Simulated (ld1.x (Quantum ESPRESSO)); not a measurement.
Configuration tests for strontium (TM)

```json
{
 "Element": "strontium (Sr)",
 "Generator": "ld1.x (Quantum ESPRESSO) 7.5",
 "Type": "norm-conserving Troullier–Martins (Kleinman–Bylander form)",
 "Functional": "PBE",
 "Relativity": "scalar-relativistic",
 "Frozen core": "[Ar] 3d10 4s2",
 "Valence charge": "8",
 "Reference configuration": "4p6 4d0 5s1.5 5p0.5",
 "Partial waves": "4p (bound): rc 2.20 bohr; 4d (bound, empty): rc 3.00 bohr; 5s (bound): rc 3.65 bohr",
 "Local potential": "the s channel",
 "Core correction": "none"
}
```

Occupied shells without a wave of their own: 5p. They enter only through the test configuration that unscreens the potential.

Energies are relative to the spin-unpolarised reference configuration 4p6 4d0 5s1.5 5p0.5; without spin polarisation the order of configurations can differ from experiment. The frozen-core shift is the all-electron ΔE with the core orbitals held at their reference shape minus the fully relaxed ΔE.

```csv
valence configuration,charge,ΔE all-electron (eV),error AE − PS (meV),frozen-core shift (meV)
4p6 4d0 5s1 5p0,+1,4.750,+260,+0.4
4p6 4d0 5s0 5p0,+2,15.757,+438,+4.4
4p6 4d1 5s1 5p0,0,1.189,+90,+3.9
4p6 4d0 5s0 5p2,0,3.572,-536,+0.6
4p6 4d0 5s1 5p1,0,1.164,-155,+0.1
4p6 4d1 5s0 5p0,+1,6.514,+182,+5.5
```

Question: What are ΔE and the potential's error for 4p6 4d0 5s2 5p0?

Answer: ΔE = -1.135 eV all-electron; the error (AE − PS) is +131 meV.

ld1.x printed “convergence not achieved” for 4 of the counted tests; their residual had stalled under 1e-8, short of the target of 1e-14. The 5p level has no wave, so the channel is fitted at the deeper level alone: the likely source of the large errors.

The potential misses its own reference levels by up to 0.3 eV.
